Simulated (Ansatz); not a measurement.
## Counterpoise correction, worked out

The pair of Ag⁺ (SMILES [Ag+], atom 1) and HBr (SMILES Br, atoms 2–3), both closed shells, in one local arrangement (a lower one may exist), relaxed at PBE0-D4/def2-TZVP:

```
3
angstrom
Ag 0.0331 -0.0260 -1.8429
Br 0.5115 -0.4009 0.6718
H -0.5446 0.4269 1.1710
```

Ansatz 0.2.0; basis: def2-TZVPPD; cores frozen in the correlated methods. Filled d shells of the heavier atoms are correlated. Core potentials replace the inner electrons of the atoms past krypton. The def2 sets are not built for correlating such inner shells, so the correlated values are less sure here.

CCSD(T) total energies in eV:

| system | geometry | basis functions | energy |
| --- | --- | --- | --- |
| pair | pair | all | -74010.44919 |
| Ag⁺ | as in the pair | all (partner as ghosts) | -3986.17624 |
| HBr | as in the pair | all (partner as ghosts) | -70023.38190 |
| Ag⁺ | as in the pair | its own | -3986.13302 |
| HBr | as in the pair | its own | -70023.35084 |
| Ag⁺ | free (PBE0-D4 minimum) | its own | -3986.13302 |
| HBr | free (PBE0-D4 minimum) | its own | -70023.35389 |

Work out the interaction energy with and without the counterpoise correction, the superposition error, and the binding energy from the relaxed fragments.

Without correction: -74010.44919 − (-3986.13302) − (-70023.35084) = -0.96533 eV.
With correction (each fragment in the whole basis): -74010.44919 − (-3986.17624) − (-70023.38190) = -0.89105 eV = -20.55 kcal/mol.
The superposition error is the difference, 0.07428 eV, 8 % of the uncorrected value: each fragment borrows its partner's functions.
Deformation from the free shapes: 0.00000 eV for Ag⁺ and 0.00305 eV for HBr.
Binding energy from relaxed fragments: -0.89105 + 0.00000 + 0.00305 = -0.88800 eV = -20.48 kcal/mol (electronic, without zero-point energy; negative means bound). For comparison, the corrected interaction energy by CCSD(T) at an estimated basis limit (MP2 extrapolated from triple and quadruple zeta, plus CCSD(T) − MP2 in triple zeta) is -1.082 eV; triple zeta with the correction binds less.

The T1 diagnostic stays at or below 0.010.

For scale, one of the runs: CCSD(T)/def2-TZVPPD, 130 basis functions, launched by `ansatz run in.yaml --threads 2 --pin off --events-out ev --progress --plain --max-ram 5222MiB`. The run took about 14 s on 2 CPU threads of an Arm Neoverse V1 (shared host).
